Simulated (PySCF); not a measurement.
Ligand exchange on a metal centre used in film growth or etching (W F-NH2). Gas-phase values, no solvent. One relaxed conformer stands for each flexible species; it need not be the lowest.

Quantity: redistribution energy (mixed species minus the weighted end members), in eV.

Level 1: PBE-D3(BJ)/def2-TZVP // BP86-D3(BJ)/def2-SVP (PySCF)
Level 2: B3LYP/6-311+G** (LANL2DZ on W) // BP86-D3(BJ)/def2-SVP (PySCF)
Level 3: B3LYP/LANL2DZ // BP86-D3(BJ)/def2-SVP (PySCF)
Level 4: PBE/6-31G* (LANL2DZ on W) // BP86-D3(BJ)/def2-SVP (PySCF)

```json
[
 {"species": "4 of 6 F replaced by NH2: [W(F)2(NH2)4]", "level 1": "-0.368", "level 2": "-0.73", "level 3": "-1.00", "level 4": "-0.44"},
 {"species": "5 of 6 F replaced by NH2: [W(F)(NH2)5]", "level 1": "-0.093", "level 2": "-0.290", "level 3": "-0.47", "level 4": "-0.160"},
 {"species": "2 of 6 F replaced by NH2: [W(F)4(NH2)2]", "level 1": "-0.424", "level 2": "-0.82", "level 3": "-1.07", "level 4": "-0.52"},
 {"species": "1 of 6 F replaced by NH2: [W(F)5(NH2)]", "level 1": "-0.179", "level 2": "-0.421", "level 3": "-0.58", "level 4": "-0.211"},
 {"species": "3 of 6 F replaced by NH2: [W(F)3(NH2)3]", "level 1": "-0.63", "level 2": "-1.05", "level 3": "-1.34", "level 4": "-0.70"}
]
```
